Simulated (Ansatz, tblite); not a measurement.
Cost and result up the ladder for MoO5H4 (the lowest singlet isomer of a short search) (10 atoms). The state is a singlet with charge 0. Geometry: PBE-D4/def2-SVP.

```xyz
10

Mo   -0.372    0.097    0.158
O    -0.174    1.323    1.595
O     0.718    1.394   -0.858
O    -2.042    0.021   -0.055
O     0.409   -1.480   -0.595
O     0.124    0.728   -2.014
H     0.730   -2.229   -0.064
H    -0.153   -0.911    1.518
H     0.771    0.000   -2.201
H    -0.012    1.058    2.516
```

Ansatz on 4 threads of Arm Neoverse V2 on a shared host; xTB runs through tblite on one thread. Times are rough, summed over both states, and most runs start from the orbitals of an earlier one. PBE0-D4/def2-TZVP serves as the yardstick here, not as an exact answer. The other state is a triplet.

In the def2 sets Mo takes a core potential; there is no spin–orbit coupling. The xTB rows come from tblite. The structure holds one bond between oxygen atoms, so isomers without such links may lie far lower. The structure comes from a short search, and lower isomers may exist.

xTB has no spin-polarisation term.

```csv
level,functions,wall time,vertical triplet (eV),difference from PBE0-D4/def2-TZVP (eV)
GFN2-xTB,33,0.01 s,3.67,0.42
GFN1-xTB,37,0.011 s,4.28,1.04
PBE-D4/def2-TZVP,219,5.9 s,3.27,0.03
PBE0-D4/def2-TZVP,219,13 s,3.24,0.00
r2SCAN-D4/def2-TZVP (with forces),219,13 s,3.28,0.04
```
